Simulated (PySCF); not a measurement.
Molecule: SMILES C#CC#CC(F)(F)F, C5HF3.

Atom-mapped SMILES (the numbers label the heavy atoms): `[CH:1]#[C:2][C:3]#[C:4][C:5]([F:6])([F:7])[F:8]`. Hydrogens are named by the atom that carries them.

Geometry PBE0-D3(BJ)/def2-SVP throughout; GIAO in PySCF 2.14, gas phase, one conformer, non-relativistic; equivalent atoms averaged; functional PBE0.

(1) How do the absolute shieldings σ depend on the basis set? (ppm; last column core-seconds on shared hosts with different chips, so compare them loosely)

(2) Which nucleus moves most, in ppm?

(3) Taking the largest basis, pcSseg-2 (302 functions), as the yardstick, rank the others by their worst heavy-atom deviation.

Answers

(1) 
```
    basis set  functions     C5     C3     C1     C2     C4  F6/F7/F8  H(C1)  core-s
       STO-3G         41  143.2  168.2  168.8  177.3  183.3     385.8  30.00     2.8
        6-31G         74   81.7  126.4  126.1  134.1  140.6     249.7  30.43     5.8
     pcSseg-0         74   58.3  109.4  106.7  117.9  122.1     248.4  30.32     9.4
       6-31G*        114   82.2  126.5  124.1  133.0  136.6     263.1  30.09      15
      cc-pVDZ        117   82.4  126.0  123.4  132.0  134.5     259.9  29.45      16
     def2-SVP        117   79.0  122.2  120.5  129.1  131.6     264.6  29.50      16
  aug-cc-pVDZ        193   80.3  127.0  125.8  133.0  136.4     250.7  29.44      36
6-311+G(2d,p)        222   68.7  110.5  109.8  117.1  122.7     234.9  29.53      41
      cc-pVTZ        254   67.2  113.2  111.7  118.3  124.5     241.0  29.39      52
    def2-TZVP        254   65.5  111.3  110.6  117.3  122.8     236.6  29.51      53
     IGLO-III        290   61.9  106.9  105.4  113.1  118.5     233.2  29.38      66
     pcSseg-2        302   60.9  106.0  104.6  112.5  117.8     235.1  29.34      75
```

(2) F6/F7/F8 (fluorine of a CF3 group): from 233.2 ppm with IGLO-III to 385.8 ppm with STO-3G. The smallest spread is 1.09 ppm, at H(C1). Proton shifts span only some 12 ppm, so a few tenths of a ppm matter as much there as several ppm in carbon.

(3) IGLO-III 1.8 ppm (290 functions), def2-TZVP 6.0 ppm (254 functions), cc-pVTZ 7.2 ppm (254 functions), 6-311+G(2d,p) 7.8 ppm (222 functions), pcSseg-0 13.3 ppm (74 functions), aug-cc-pVDZ 21.3 ppm (193 functions), 6-31G 22.7 ppm (74 functions), cc-pVDZ 24.8 ppm (117 functions), 6-31G* 28.0 ppm (114 functions), def2-SVP 29.5 ppm (117 functions), STO-3G 150.7 ppm (41 functions).

A small basis that lands close on one nucleus may do so by chance; judge by the trend and by all nuclei.
